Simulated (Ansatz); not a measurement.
Consider the cleavage of the Si–Si bond: `N[SiH2][Si](N)(O)O` + H–F → `N[Si](O)(O)F` + `N[SiH3]`.

Gas-phase electronic energies from Ansatz, PBE0-D4/def2-TZVP geometries. CBS: MP2 limit from def2 TZ/QZ plus the TZ coupled-cluster correction, frozen cores. This one scheme is used for every species. One conformer a species, not always the lowest.

`N[SiH2][Si](N)(O)O`:

Z-matrix (Å, degrees):
```
Si
Si 1 2.337
N 1 1.730 2 104.6
H 1 1.491 2 111.2 3 116.2
H 1 1.497 2 111.5 3 -125.7
O 2 1.644 1 107.4 3 165.9
N 2 1.723 1 119.2 3 -73.4
O 2 1.650 1 103.0 3 43.4
H 3 1.009 1 116.9 2 -46.2
H 3 1.008 1 120.0 2 175.4
H 6 0.960 2 116.9 1 169.4
H 7 1.009 2 118.5 1 -72.7
H 7 1.009 2 118.2 1 64.2
H 8 0.960 2 116.8 1 -166.3
```

H–F:

```xyz
2

F     0.361   -0.068    0.277
H    -0.361    0.068   -0.277
```

`N[Si](O)(O)F`:

Z-matrix (Å, degrees):
```
Si
O 1 1.629
O 1 1.629 2 115.7
N 1 1.687 2 105.4 3 -122.6
F 1 1.593 2 107.5 3 113.5
H 2 0.958 1 117.1 3 -81.2
H 3 0.958 1 116.2 2 -64.5
H 4 1.005 1 121.5 2 171.4
H 4 1.006 1 120.8 2 -36.3
```

`N[SiH3]`:

Z-matrix (Å, degrees):
```
Si
N 1 1.720
H 1 1.486 2 107.9
H 1 1.494 2 116.0 3 -120.3
H 1 1.486 2 107.9 3 119.4
H 2 1.007 1 119.6 3 -168.6
H 2 1.007 1 119.6 3 49.2
```

| level | ΔE (kJ/mol) |
| --- | --- |
| MP2/def2-TZVPP | -182.0 |
| SCS-MP2/def2-QZVPP | -187.9 |

(1) What does CCSD(T)/CBS give? (An estimate is asked.)

Largest T1 diagnostic among the species: 0.012.

Results:

(1) The calculation gave: -176.8 kJ/mol. The listed levels differ from it by -5.2, -11.1 kJ/mol.

In def2-TZVPP, CCSD(T) changes the Hartree–Fock value by +40.3 kJ/mol (the triples alone add +6.2 kJ/mol) and MP2 by +37.7 kJ/mol. From PBE to PBE0 (25 % exact exchange), in def2-TZVPP and without D4, ΔE moves by −10.5 kJ/mol.
